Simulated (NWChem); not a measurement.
CH3F3SSi; SMILES F[Si](F)(SC)F

```xyz
9

C     -0.7533     2.2239    -0.0007
S      0.8237     1.2937     0.0006
Si     0.0180    -0.6318     0.0015
F     -0.8983    -0.9225    -1.2814
F      1.2058    -1.6994     0.0251
F     -0.9340    -0.9011     1.2629
H     -1.3408     2.0048     0.9005
H     -0.4766     3.2859     0.0003
H     -1.3389     2.0066    -0.9036
```
Atoms are numbered in this order, from 1.

Level: PBE0/def2-SVP (NWChem), optimised geometry, unscaled harmonic frequencies. 

List the harmonic frequencies with IR intensities, and the thermochemistry.


```csv
frequency (cm⁻¹),IR intensity (km/mol)
28,1.4
118,0.1
121,3.2
208,0.7
232,2.0
319,24.3
329,25.7
350,34.5
563,80.3
717,7.7
867,245.0
966,19.3
982,149.1
984,7.7
1007,150.4
1336,3.3
1448,11.0
1457,12.6
3081,8.6
3202,0.1
3205,0.3
```

```json
{
 "zero_point_energy": "30.7 kcal/mol",
 "thermal correction to the enthalpy at 298.15 K (with zero-point energy)": "36.3 kcal/mol",
 "heat capacity Cv": "24.6 cal/(mol K)",
 "entropy at 298.15 K and 1 atm (symmetry number 1)": "89.8 cal/(mol K)",
 "dipole_moment": "2.52 D"
}
```

Rigid rotor and harmonic oscillator; modes under 100 cm⁻¹ make the entropy uncertain.
